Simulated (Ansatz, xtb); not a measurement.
Two isomers of C4H6GeO

Structure I is `C#C[C@@H]([GeH3])C=O`, a singlet and structure II is `O=CC#C[CH2][GeH3]`, a singlet. Both are isolated molecules in the gas phase, relaxed with PBE0-D3(BJ)/def2-SVP; the shapes shown needn't be the lowest conformers.

I (Å):

```
atom    x (Å)    y (Å)    z (Å)
   C   0.6047  -3.3460   0.3468
   C   0.5557  -2.1371   0.2910
   C   0.5007  -0.6965   0.1803
   C  -0.7786  -0.0611   0.6581
  Ge   0.7540  -0.1949  -1.7452
   O  -1.8056  -0.6401   0.8746
   H   0.6405  -4.4177   0.4105
   H   1.3483  -0.2121   0.6970
   H   0.6793   1.3383  -1.8655
   H   2.1402  -0.7000  -2.1646
   H  -0.3607  -0.8613  -2.5595
   H  -0.7006   1.0524   0.7741
```

II (Å):

```xyz
12

C     1.7645   -2.9978    1.2884
C     1.3268   -2.0229    0.3195
C     0.9435   -1.2362   -0.5277
C     0.4538   -0.2820   -1.4871
Ge   -1.2616    0.5110   -0.8808
O     2.4460   -2.7517    2.2530
H     1.4140   -4.0381    1.0747
H     0.2786   -0.7537   -2.4674
H     1.1715    0.5423   -1.6276
H    -2.2940   -0.6144   -0.7184
H    -1.7255    1.5110   -1.9542
H    -1.0309    1.2269    0.4572
```

Which of the two would you expect CCSD(T)/def2-SVP + ΔMP2/def2-TZVPP electronic energies to favour?

Structure II; the calculation gives E(II) − E(I) = −0.089 eV.

Level by level:

| level | geometry | E(II) − E(I) (eV) | departure from the last row (eV) | job, with rough time for the two |
| --- | --- | --- | --- | --- |
| PBE0-D3(BJ)/def2-SVP | PBE0-D3(BJ)/def2-SVP | −0.197 | −0.109 | optimisation, 2 min |
| HF/def2-SVP | PBE0-D3(BJ)/def2-SVP | −0.171 | −0.083 | part of the CCSD(T) run |
| MP2/def2-SVP | PBE0-D3(BJ)/def2-SVP | −0.109 | −0.020 | part of the CCSD(T) run |
| CCSD(T)/def2-SVP | PBE0-D3(BJ)/def2-SVP | −0.109 | −0.021 | single point |
| CCSD(T)/def2-SVP + ΔMP2/def2-TZVPP | PBE0-D3(BJ)/def2-SVP | −0.089 |  | single point, 41 s |

As drawn, both hold the same kinds of bond in the same numbers.

None of the levels shown reverses the order. The largest departure from CCSD(T)/def2-SVP + ΔMP2/def2-TZVPP is that of PBE0-D3(BJ)/def2-SVP, 0.109 eV. Levels run at GFN2-xTB geometries aren't shown. The last row adds to CCSD(T) the change of the MP2 difference between the two basis sets, here +0.021 eV.

With thermal terms from frequencies at re-optimised GFN2-xTB minima (ideal gas, soft modes damped towards free rotors, one conformer each, 298.15 K, 1 atm): on the last row, ΔE + ΔZPE = −0.070, ΔH = −0.069, ΔG = −0.085 eV.

The correlated steps freeze 14 core orbitals; the filled d shell of Ge is correlated, in a basis made for valence electrons. Mirror images aren't counted in ΔG. Run with Ansatz 0.2.0, xtb 6.7.1; the last row on 2 threads of Intel(R) Xeon(R) 6975P-C (Granite Rapids) on a shared host.
